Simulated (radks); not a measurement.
Question: Isoelectronic series with 9 electrons, all held in the configuration [He] 2s2 2p5, which need not be the ground one along the series. Method: non-relativistic Kohn-Sham, PBE, spin-polarised, spherical densities, point nucleus; open shells are filled with parallel spins first; computed with a radial shooting solver on a logarithmic mesh with Libxc functionals. Total energies (hartree) and orbital eigenvalues (eV):

| ion | E (hartree) | 2p down | 2p up | 2s down |
|---|---|---|---|---|
| F | -99.66566 | -10.2351 | -11.8637 | -28.8874 |
| Ne+ | -128.05851 | -31.1927 | -33.2179 | -54.4267 |
| Mg3+ | -196.15359 | -94.7065 | -97.5213 | -127.2710 |
| Al4+ | -235.84212 | -136.9352 | -140.1422 | -174.1999 |
| Si5+ | -279.28715 | -186.0650 | -189.6631 | -228.0409 |
| P6+ | -326.48698 | -242.0675 | -246.0559 | -288.7615 |
| S7+ | -377.44048 | -304.9247 | -309.3028 | -356.3410 |
| Cl8+ | -432.14686 | -374.6245 | -379.3917 | -430.7657 |
| Ar9+ | -490.60554 | -451.1582 | -456.3143 | -512.0261 |
| Ca11+ | -618.77818 | -624.7045 | -630.6373 | -695.0286 |
| Sc12+ | -688.49155 | -721.7089 | -728.0297 | -796.7617 |
| Ti13+ | -761.95600 | -825.5301 | -832.2388 | -905.3119 |
| V14+ | -839.17137 | -936.1660 | -943.2624 | -1020.677 |
| Cr15+ | -920.13754 | -1053.615 | -1061.099 | -1142.855 |

Estimate the row of K10+.

Answer: E (hartree) -552.81609; 2p down -534.5198; 2p up -540.0644; 2s down -600.1155.
